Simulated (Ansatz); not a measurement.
Abridged output of a molecular run in Ansatz:

```
Functional definition: HF
1774 factors; integrals over basis functions are off by at most 1.2e-3 eV
mean field evaluation 1: about -13857.0412 eV, gradient 5.0e1 eV
mean field evaluation 2: about -13857.3811 eV, gradient 5.0e1 eV
mean field evaluation 4: about -13862.7095 eV, gradient 4.7e0 eV
mean field evaluation 8: about -13862.7941 eV, gradient 3.3e-1 eV
mean field -13862.79456803 eV, -509.4483038355 hartree, gradient 5.9e-6 eV, S^2 0.000000; 0 other end points of the search recorded, 0 dependent functions left out
10 core orbitals not correlated: weight in the atoms' cores, before any rotation towards them, 1.000 or more for the frozen orbitals, at most 0.000 for the correlated occupied ones
reference -13862.79456803 eV, -509.4483038355 hartree; 17, 17 occupied and 268, 268 virtual orbitals, 1774 factors
second order -28.85341790 eV of doubles, -0.00000000 eV of singles
cycle   1  -28.96970147 eV  change   -1.2e-1 eV  update   1.2e-1
cycle   2  -29.68598671 eV  change   -7.2e-1 eV  update   3.5e-2
cycle   3  -29.85533192 eV  change   -1.7e-1 eV  update   1.7e-2
cycle   4  -29.83984218 eV  change    1.5e-2 eV  update   4.0e-3
cycle   5  -29.84018094 eV  change   -3.4e-4 eV  update   1.9e-3
cycle   6  -29.84134457 eV  change   -1.2e-3 eV  update   5.9e-4
cycle   7  -29.84093478 eV  change    4.1e-4 eV  update   2.6e-4
cycle   8  -29.84084441 eV  change    9.0e-5 eV  update   8.7e-5
cycle   9  -29.84087713 eV  change   -3.3e-5 eV  update   3.3e-5
perturbative correction -1.20505670 eV, -0.0442850170 hartree
Total energy: -13893.84050187 eV, -510.5892208603 hartree
```

Its atoms:

Cartesian coordinates in Å:
```
O 1.0767 1.5697 -1.2047
Al 0.2844 1.5799 0.3123
C -1.0332 0.1774 0.5274
C -0.9453 -1.0122 -0.4297
C 0.4632 -1.2619 0.1029
O 0.3820 -0.1974 1.0995
H 1.7674 2.1927 -1.4201
H 0.5208 2.7228 1.3778
H -1.7671 0.0968 1.3274
H -1.6433 -1.8218 -0.2129
H -1.0024 -0.7646 -1.4897
H 1.2741 -1.0676 -0.6004
H 0.6226 -2.2139 0.6103
```

Q: Which basis set was used?
A. cc-pV(Q+d)Z
B. def2-SVP
C. def2-TZVPP
D. def2-TZVPPD

A: C. It gives 295 functions.

Q: Write the keys of the input that set method, charge and spin (a neutral closed shell needs none for the last two).

A: 
```yaml
correlation: {method: ccsd_t}
```
